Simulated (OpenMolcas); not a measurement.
# Pd3+: input and output

Pd3+ among 5 point charges of -2 e arranged as a trigonal bipyramid (D3h), 2.23 Å from the ion, with the axial distance 2.899 Å.

Input:

```
&GATEWAY
Coord
1

Pd 0.0 0.0 0.0
Basis=ANO-RCC-VDZP
Group=NoSym
NoMove
AngMom=0.0 0.0 0.0
AMFI
XField
5 Angstrom 0
2.230000 0.000000 0.000000 -2.000000
-1.115000 1.931237 0.000000 -2.000000
-1.115000 -1.931237 0.000000 -2.000000
0.000000 0.000000 2.899000 -2.000000
0.000000 0.000000 -2.899000 -2.000000
&SEWARD
* reference wave functions (RASSCF and RASSI steps not shown): 7 electrons in 5 orbitals (4d)
>>> COPY JOB001 $Project.JobIph
&CASPT2
Multistate=10 1 2 3 4 5 6 7 8 9 10
NoMult
Frozen=14
IPEA=0.25
Imaginary=0.1
MaxIter=60
WThr=0.0 0.3 0.05
PrWF=0.5
NoMix
>>> COPY JOB002 $Project.JobIph
&CASPT2
Multistate=40 1 2 3 4 5 6 7 8 9 10 11 12 13 14 15 16 17 18 19 20 21 22
23 24 25 26 27 28 29 30 31 32 33 34 35 36 37 38 39 40
NoMult
Frozen=14
IPEA=0.25
Imaginary=0.1
MaxIter=60
WThr=0.0 0.3 0.05
PrWF=0.5
NoMix
```

Launched by
```bash
OMP_NUM_THREADS=1 MOLCAS_MEM=1689 MOLCAS_PROJECT=a pymolcas a.inp > a.log  # once for each step of the input, in one work folder
```

Output, cut to the results:

```
--- CASPT2 ---
Orbital specifications:
      -----------------------

      Symmetry species                           1
                                                 a
      Frozen orbitals                           14
      Inactive orbitals                          4
      Active orbitals                            5
      Secondary orbitals                        20
      Deleted orbitals                           0
      Number of basis functions                 43
Type of calculation                        SS-CASPT2
      Fock operator                              state-specific
      IPEA shift                                 0.25
      Real shift                                 0.00
      Imaginary shift                            0.10
      The input orbitals will be transformed to quasi-canonical
Reference energy:       -5046.3355055273
      E2 (Non-variational):      -0.2915174410
      Shift correction:          -0.0001291932
      E2 (Variational):          -0.2916466343
      Total energy:           -5046.6271521615
      Residual norm:              0.0000000911
      Reference weight:           0.94517
      Contributions to the CASPT2 correlation energy
      Active & Virtual Only:         -0.1209253016
      One Inactive Excited:          -0.1227720057
      Two Inactive Excited:          -0.0478201337
Reference energy:       -5046.3279567725
      E2 (Non-variational):      -0.2922276521
      Shift correction:          -0.0001307831
      E2 (Variational):          -0.2923584352
      Total energy:           -5046.6203152078
      Residual norm:              0.0000000724
      Reference weight:           0.94479
      Contributions to the CASPT2 correlation energy
      Active & Virtual Only:         -0.1212739894
      One Inactive Excited:          -0.1231318346
      Two Inactive Excited:          -0.0478218280
::    CASPT2 Root  1     Total energy:  -5046.62715216
::    CASPT2 Root  2     Total energy:  -5046.62031521
::    CASPT2 Root  3     Total energy:  -5046.62031584
::    CASPT2 Root  4     Total energy:  -5046.61570349
::    CASPT2 Root  5     Total energy:  -5046.61567964
::    CASPT2 Root  6     Total energy:  -5046.60678698
::    CASPT2 Root  7     Total energy:  -5046.60621821
::    CASPT2 Root  8     Total energy:  -5046.56242059
::    CASPT2 Root  9     Total energy:  -5046.56242133
::    CASPT2 Root 10     Total energy:  -5046.54110981
--- CASPT2 ---
Orbital specifications:
      -----------------------

      Symmetry species                           1
                                                 a
      Frozen orbitals                           14
      Inactive orbitals                          4
      Active orbitals                            5
      Secondary orbitals                        20
      Deleted orbitals                           0
      Number of basis functions                 43
Type of calculation                        SS-CASPT2
      Fock operator                              state-specific
      IPEA shift                                 0.25
      Real shift                                 0.00
      Imaginary shift                            0.10
      The input orbitals will be transformed to quasi-canonical
Reference energy:       -5046.2594830403
      E2 (Non-variational):      -0.2975951801
      Shift correction:          -0.0001314816
      E2 (Variational):          -0.2977266617
      Total energy:           -5046.5572097020
      Residual norm:              0.0000007693
      Reference weight:           0.94382
      Contributions to the CASPT2 correlation energy
      Active & Virtual Only:         -0.1216246327
      One Inactive Excited:          -0.1278158988
      Two Inactive Excited:          -0.0481546486
Reference energy:       -5046.2594830403
      E2 (Non-variational):      -0.2975210955
      Shift correction:          -0.0001315439
      E2 (Variational):          -0.2976526394
      Total energy:           -5046.5571356797
      Residual norm:              0.0000007684
      Reference weight:           0.94383
      Contributions to the CASPT2 correlation energy
      Active & Virtual Only:         -0.1215038584
      One Inactive Excited:          -0.1278617048
      Two Inactive Excited:          -0.0481555323
::    CASPT2 Root  1     Total energy:  -5046.55720970
::    CASPT2 Root  2     Total energy:  -5046.55713568
::    CASPT2 Root  3     Total energy:  -5046.55287120
::    CASPT2 Root  4     Total energy:  -5046.55277762
::    CASPT2 Root  5     Total energy:  -5046.55146948
::    CASPT2 Root  6     Total energy:  -5046.55146852
::    CASPT2 Root  7     Total energy:  -5046.55104458
::    CASPT2 Root  8     Total energy:  -5046.54877324
::    CASPT2 Root  9     Total energy:  -5046.54877333
::    CASPT2 Root 10     Total energy:  -5046.53643280
::    CASPT2 Root 11     Total energy:  -5046.53643375
::    CASPT2 Root 12     Total energy:  -5046.54331520
::    CASPT2 Root 13     Total energy:  -5046.53970332
::    CASPT2 Root 14     Total energy:  -5046.53970662
::    CASPT2 Root 15     Total energy:  -5046.52804747
::    CASPT2 Root 16     Total energy:  -5046.52803864
::    CASPT2 Root 17     Total energy:  -5046.52824205
::    CASPT2 Root 18     Total energy:  -5046.52816782
::    CASPT2 Root 19     Total energy:  -5046.52435315
::    CASPT2 Root 20     Total energy:  -5046.52431263
::    CASPT2 Root 21     Total energy:  -5046.52197277
::    CASPT2 Root 22     Total energy:  -5046.52197437
::    CASPT2 Root 23     Total energy:  -5046.52699586
::    CASPT2 Root 24     Total energy:  -5046.51611241
::    CASPT2 Root 25     Total energy:  -5046.51971161
::    CASPT2 Root 26     Total energy:  -5046.51965751
::    CASPT2 Root 27     Total energy:  -5046.51786079
::    CASPT2 Root 28     Total energy:  -5046.51786285
::    CASPT2 Root 29     Total energy:  -5046.47462192
::    CASPT2 Root 30     Total energy:  -5046.47450261
```

Spin-orbit levels above the lowest (labels of D3, the rotations of D3h), with the averaged single-state CASPT2 energies on the diagonal:

| E (cm-1) | Degeneracy | Label | 2S+1 | g |
| --- | --- | --- | --- | --- |
| 0 | 2 | E1/2 | 4 | 1.68 6.55 6.55 |
| 500 | 2 | E3/2 | 4 | 0.00 0.00 4.97 |
| 1710 | 2 | E3/2 | 4 | 0.00 0.00 11.93 |
| 1770 | 2 | E1/2 | 4 | 0.01 0.01 7.42 |
| 2680 | 2 | E1/2 | 4 | 0.00 0.00 8.63 |
| 3800 | 2 | E3/2 | 4 | 0.00 0.00 4.52 |
| 3960 | 2 | E1/2 | 4 | 1.43 4.85 4.85 |
| 4740 | 2 | E1/2 | 4 | 0.00 0.00 4.99 |
| 5500 | 2 | E1/2 | 4 | 2.51 2.51 2.65 |
| 5670 | 2 | E1/2 | 4 | 0.00 0.00 9.28 |
| 6390 | 2 | E3/2 | 4 | 0.00 0.00 0.98 |
| 7410 | 2 | E1/2 | 4 | 0.00 0.00 5.54 |
| 8370 | 2 | E3/2 | 4 | 0.00 0.00 1.56 |
| 8620 | 2 | E1/2 | 4 | 0.22 0.22 1.75 |
| 14940 | 2 | E1/2 | 4 (69 %) | 1.30 2.95 2.95 |
| 15110 | 2 | E3/2 | 4 (81 %) | 0.00 0.00 3.98 |
| 15300 | 2 | E1/2 | 4 | 0.00 0.00 7.92 |
| 16310 | 2 | E1/2 | 4 | 2.40 3.45 3.45 |
| 16310 | 2 | E1/2 | 2 | 0.13 0.13 6.98 |
| 16600 | 2 | E3/2 | 2 | 0.00 0.00 9.74 |

Roots that are degenerate in the reference are averaged as groups; the widest CASPT2 spread within a group is 120 cm-1 (the 2-fold group of multiplicity 4 near 4530 cm-1 above the lowest state of its run). Shifts and gaps below about the spread of the groups concerned are not significant. Spin-orbit coupling mixes the spin-free states strongly: the lowest level takes only 64 % from its leading state, 4A2. Point charges give a weaker field than real ligands, and real ions of this kind are as a rule low spin; the high spin found here belongs to the model. The ground term spreads over less than 5000 cm-1, several times less than with real ligands, so orbital moments are less quenched and χT lies further from the spin-only value than at real sites. Free-ion shares, where given, are those of the reference states; single-state CASPT2 does not remix them. This is an electrostatic model: the charges have no orbitals. No measured value stands beside these numbers.

The CASPT2 steps took 4.5 s on 1 thread of Arm Neoverse V1 (shared host); the integral step is not counted.
